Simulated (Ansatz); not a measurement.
System: C4H3OSe (charge 0, doublet). It need not be the lowest isomer of its formula. 
Structure (B3LYP-D3(BJ)/def2-TZVP (Ansatz, an electronic-structure program) minimum search):
```
C
C 1 1.3560
O 1 1.3607 2 127.57
H 3 0.9647 1 109.04 2 0.33
C 1 1.4355 2 112.94 3 -179.29
C 5 1.3563 1 114.89 2 -6.52
H 6 1.0781 5 127.20 1 175.55
H 5 1.0820 6 123.72 7 -4.42
Se 2 1.8620 1 114.00 3 -172.19
```
Charge 0, spin multiplicity 2.

Total electronic energies in hartree. Valence correlation only, unless marked. Open shells are spin-unrestricted. No spin-orbit coupling. Frozen are the shells of the preceding noble gas and the d and f shells that filled before the atom's block. No relativistic terms. Basis-set limits of correlation are two-point, X^-3; Hartree-Fock from the larger set.

The UHF reference is spin-contaminated (<S^2> 0.44 over the pure value in the largest basis). 

| level | program | energy (Eh) |
|---|---|---|
| HF/6-31G | Ansatz | -2627.36031 |
| PBE0/def2-SVP | Ansatz | ? |
| CAM-B3LYP/def2-TZVPD | Ansatz | ? |
| LC-wPBE/def2-TZVPD | Ansatz | -2630.48293 |
| RI-MP2/cc-pVQZ | Ansatz | -2628.98701 |
| RI-MP2/CBS(cc-pVTZ,cc-pVQZ) | Ansatz | -2629.0385 |
| CCSD/6-31G | Ansatz | -2627.89183 |
| CCSD(T)/cc-pVDZ | Ansatz | -2628.65762 |
| CCSD(T)/CBS(cc-pVTZ,cc-pVQZ) | Ansatz | -2629.1302 |

Question: What belongs in the gaps?

Answer: 
- PBE0/def2-SVP, energy (Eh): -2629.88054
- CAM-B3LYP/def2-TZVPD, energy (Eh): -2630.98678
